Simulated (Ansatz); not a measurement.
Ansatz results at the PBE0-D4/def2-TZVP geometry: LUMO energy (PBE0/def2-TZVPP) 1.29 eV; HOMO energy (B3LYP/def2-TZVPP) -8.07 eV; HOMO–LUMO gap (PBE0/def2-TZVPP) 9.60 eV.

(1) Which molecule gave them?
A. `C=C(F)F`
B. `FC[C@@H](F)[C@H](F)CF`
C. `FC(F)C1CO1`
D. `C#CF`

## Answers

(1) D. The others give `FC[C@@H](F)[C@H](F)CF`: 0.83, -9.26, 10.30; `FC(F)C1CO1`: 1.40, -8.28, 9.94; `C=C(F)F`: 0.52, -7.56, 8.29.

B3LYP here is the variant with VWN-RPA as its local correlation; programs differ in this.
